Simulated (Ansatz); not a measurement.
RuO2⁻, relaxed as a doublet with UKS PBE0-D4/def2-TZVPD in Ansatz, starting from the GFN2-xTB geometry. Force threshold 0.02 eV/Å.

In the def2 sets Ru takes a core potential; there is no spin–orbit coupling. The structure comes from a short search, and lower isomers may exist.

Start:

Cartesian coordinates in Å:
```
Ru 0.0001 0.0000 0.0000
O 1.4139 0.2131 0.6912
O -1.4140 -0.2131 -0.6912
```

**Question.** Estimate the energy that the relaxation releases and the steps that it takes.

**Answer.** 94.7 kJ/mol, in 9 steps; 10 s on 4 threads of Arm Neoverse V2 on a shared host. The force fell under the threshold at step 4, but the optimiser went on and released 0.066 eV more. No frequencies were taken in this run, so the end may be a saddle point.

**Question.** Does the start keep its bonding and symmetry?

**Answer.** By distances, no bond broke or formed. The bond that changes most is Ru1–O2, from 1.59 to 1.69 Å (atoms count from 1). Point group D∞h at the start, C2v at the end, both within 0.05 Å.

**Question.** Predict the relaxed structure.

**Answer.** 
Cartesian coordinates in Å:
```
Ru 0.119 -0.080 -0.219
O 1.406 0.261 0.826
O -1.525 -0.181 -0.607
```
Bond lengths: 2 × O–Ru 1.69 Å.
